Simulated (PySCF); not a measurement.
Calcium: highly charged ions in a basis for the neutral atom

Ca¹⁶⁺ [He] 2s2, Ca¹⁷⁺ [He] 2s1. All numbers are calculated (PySCF 2.14, the spin-free X2C one-electron Hamiltonian (Gaussian nucleus), in cc-pVDZ-X2C (5s4p2d, 27 functions)). No spin-orbit coupling, so a gap to NIST mixes the basis error with missing relativistic terms.

Changed run: basis of the neutral atom used for a highly charged ion. This setting is unsound on purpose.

```tsv
species	method	sound run (hartree)	changed run (hartree)	converged
Ca¹⁶⁺	UHF	not run	-471.17874	yes
Ca¹⁶⁺	M06-2X	not run	-471.40844	yes
Ca¹⁶⁺	PBE	not run	-471.15159	yes
Ca¹⁷⁺	UHF	not run	-431.67807	yes
Ca¹⁷⁺	M06-2X	not run	-431.78055	yes
Ca¹⁷⁺	PBE	not run	-431.55544	yes
```

Ionisation energy of Ca¹⁶⁺:

```json
{"method": "UHF", "changed run (eV)": "1074.9", "NIST (eV)": "1086.8 ± 0.4"}
{"method": "M06-2X", "changed run (eV)": "1078.3", "NIST (eV)": "1086.8 ± 0.4"}
{"method": "PBE", "changed run (eV)": "1077.5", "NIST (eV)": "1086.8 ± 0.4"}
```

The contracted functions were made for the neutral atom and can be too rigid for a highly charged ion.
